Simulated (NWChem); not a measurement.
The numbers come from NWChem runs, not from measurements. System: FOS, charge 0, spin multiplicity 2, at a geometry optimised with UPBE0/def2-SVP. The structure started from a generated list of species. Its SCF solution wasn't tested for a lower state. Level: UHF/cc-pVQZ.

Job file:

```
start mol
memory heap 200 mb stack 900 mb global 1100 mb
geometry units angstroms nocenter noautoz
  O      0.485613    -1.233872     0.000000
  S     -0.460985    -0.106410     0.000000
  F      0.387872     1.285949     0.000000
  symmetry group Cs
end
basis spherical
  * library cc-pvqz
end
scf
  uhf
  nopen 1
  maxiter 100
  thresh 1e-7
  semidirect memsize 60000000 filesize 0
  # guess.movecs holds the orbitals of an unrestricted PBE0 run
  vectors input guess.movecs output mol.movecs
end
task scf energy
```

Output (cleaned and shortened):

```
             Northwest Computational Chemistry Package (NWChem) 7.3.0
             --------------------------------------------------------

                                NWChem Input Module
                                -------------------

 Scaling coordinates for geometry "geometry" by  1.889725989
 (inverse scale =  0.529177249)

 Turning off AUTOSYM since
 SYMMETRY directive was detected!

                             Geometry "geometry" -> ""
                             -------------------------

 Output coordinates in angstroms (scale by  1.889725989 to convert to a.u.)

  No.       Tag          Charge          X              Y              Z
 ---- ---------------- ---------- -------------- -------------- --------------
    1 O                    8.0000     0.48561300    -1.23387200     0.00000000
    2 S                   16.0000    -0.46098500    -0.10641000     0.00000000
    3 F                    9.0000     0.38787200     1.28594900     0.00000000

 Effective nuclear repulsion energy (a.u.)     107.8488516406

            Nuclear Dipole moment (a.u.)
            ----------------------------
        X                 Y               Z
 ---------------- ---------------- ----------------
    -0.0000151178     0.0000094486     0.0000000000

      Symmetry information
      --------------------

 Group name             Cs
 Group number              2
 Group order               2
 No. of unique centers     3

      Symmetry unique atoms

     1    2    3


 Summary of "ao basis" -> "" (spherical)
 ------------------------------------------------------------------------------
       Tag                 Description            Shells   Functions and Types
 ---------------- ------------------------------  ------  ---------------------
 *                          cc-pvqz                   on all atoms

 Summary of "ao basis" -> "ao basis" (spherical)
 ------------------------------------------------------------------------------
       Tag                 Description            Shells   Functions and Types
 ---------------- ------------------------------  ------  ---------------------
[...]
    74     -1.198871  2 S  px                75      0.861897  2 S  py
    16      0.665885  1 O  py                71     -0.540107  2 S  px
    72      0.451787  2 S  py                15     -0.389738  1 O  px
    60     -0.379634  2 S  s                 13      0.278709  1 O  py

 center of mass
 --------------
 x =   0.01122115 y =   0.03649209 z =   0.00000000

 moments of inertia (a.u.)
 ------------------
         200.355738979527          -5.188229069160           0.000000000000
          -5.188229069160          47.931042197526           0.000000000000
           0.000000000000           0.000000000000         248.286781177053

  Mulliken analysis of the total density
  --------------------------------------

    Atom       Charge   Shell Charges
 -----------   ------   -------------------------------------------------------
    1 O    8     8.45   1.98 -0.02  0.41  1.04  0.42  0.45  1.32  1.99  0.80  0.00  0.01  0.03  0.00  0.00  0.00
    2 S   16    15.19   2.00  1.96 -0.03  0.39  1.09  0.41  5.95  0.09  1.13  1.44  0.26  0.18  0.18  0.06  0.05  0.02  0.01
    3 F    9     9.36   1.98 -0.02  0.44  1.08  0.45  0.59  1.62  2.29  0.92  0.00  0.00  0.02  0.00  0.00  0.00

  Mulliken analysis of the alpha density
  --------------------------------------

    Atom       Charge   Shell Charges
 -----------   ------   -------------------------------------------------------
    1 O    8     4.46   0.99 -0.01  0.21  0.53  0.21  0.26  0.76  1.10  0.39  0.00  0.01  0.01  0.00  0.00  0.00
    2 S   16     7.85   1.00  0.98 -0.02  0.20  0.56  0.20  2.96  0.06  0.65  0.85  0.15  0.08  0.09  0.03  0.03  0.01  0.00
    3 F    9     4.69   0.99 -0.01  0.22  0.54  0.22  0.30  0.82  1.15  0.45  0.00  0.00  0.01  0.00  0.00  0.00

   Mulliken analysis of the beta density
   -------------------------------------

    Atom       Charge   Shell Charges
 -----------   ------   -------------------------------------------------------
    1 O    8     3.98   0.99 -0.01  0.20  0.51  0.21  0.19  0.56  0.89  0.41  0.00  0.01  0.02  0.00  0.00  0.00
    2 S   16     7.35   1.00  0.98 -0.01  0.20  0.53  0.22  2.98  0.03  0.47  0.59  0.11  0.09  0.09  0.03  0.03  0.01  0.00
    3 F    9     4.67   0.99 -0.01  0.22  0.54  0.23  0.29  0.80  1.14  0.47  0.00  0.00  0.01  0.00  0.00  0.00

   Mulliken analysis of the spin density
   -------------------------------------

    Atom       Charge   Shell Charges
 -----------   ------   -------------------------------------------------------
    1 O    8     0.48  -0.00  0.00  0.01  0.03 -0.01  0.07  0.20  0.21 -0.02 -0.00 -0.00 -0.01 -0.00 -0.00 -0.00
    2 S   16     0.50   0.00  0.00 -0.01  0.00  0.03 -0.02 -0.02  0.03  0.18  0.26  0.04 -0.01  0.00  0.00 -0.00 -0.00  0.00
    3 F    9     0.02  -0.00  0.00  0.00  0.00 -0.00  0.01  0.02  0.01 -0.02  0.00  0.00  0.00 -0.00  0.00  0.00

       Multipole analysis of the density wrt the origin
       ------------------------------------------------

     L   x y z        total         alpha         beta         nuclear
     -   - - -        -----         -----         ----         -------
     0   0 0 0     -0.000000    -17.000000    -16.000000     33.000000

     1   1 0 0     -0.777462     -0.287129     -0.490317     -0.000015
     1   0 1 0      0.143156      0.501885     -0.358739      0.000009
     1   0 0 1      0.000000      0.000000      0.000000      0.000000

     2   2 0 0    -16.341800    -20.754838    -19.301246     23.714284
     2   1 1 0      0.491511     -0.045061     -1.179084      1.715657
     2   1 0 1     -0.000000      0.000000     -0.000000      0.000000
     2   0 2 0    -19.029399    -59.650915    -56.667395     97.288911
     2   0 1 1     -0.000000     -0.000000     -0.000000      0.000000
     2   0 0 2    -16.237612     -9.085174     -7.152438      0.000000

 Task  times  cpu:       36.0s     wall:       36.0s

 Total times  cpu:       36.0s     wall:       36.0s
```
